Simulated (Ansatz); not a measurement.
Results of the Gaussian-basis code of Ansatz.

F₂HOSn, SMILES `[OH][Sn]([F])[F]` radical. Charge 0, multiplicity 2. Sn takes the def2 core potential. The structure was optimised at the PBE0-D4/def2-TZVP level. It is one conformer, not always the lowest.

```xyz
5

O     1.007   -0.905   -0.254
Sn   -0.151    0.387    0.656
F    -1.902    0.183   -0.108
F     0.464    2.099    0.066
H     0.582   -1.764   -0.360
```

Task: What is the dipole moment at r2SCAN/def2-TZVPP? (Best estimate.)

Result: The calculation gave: 3.27 D, with components (0.20, -2.34, 2.28) D in this frame, pointing from negative to positive charge.

Task: And with PBE, B3LYP, ωB97M-V? (Best estimate.)

Result: The calculation gave: PBE 3.14 D, B3LYP 3.39 D, ωB97M-V 3.42 D.

Task: Give the Mulliken charges with r2SCAN, B3LYP, PBE in def2-TZVPP. (Best estimate.)

Result: The calculation gave: 
| atom | r2SCAN | B3LYP | PBE |
| --- | --- | --- | --- |
| O1 | -0.49 | -0.47 | -0.43 |
| Sn2 | 1.18 | 1.20 | 1.07 |
| F3 | -0.46 | -0.46 | -0.42 |
| F4 | -0.45 | -0.45 | -0.41 |
| H5 | 0.20 | 0.19 | 0.19 |

B3LYP here is the variant with VWN-RPA as its local correlation; programs differ in this.
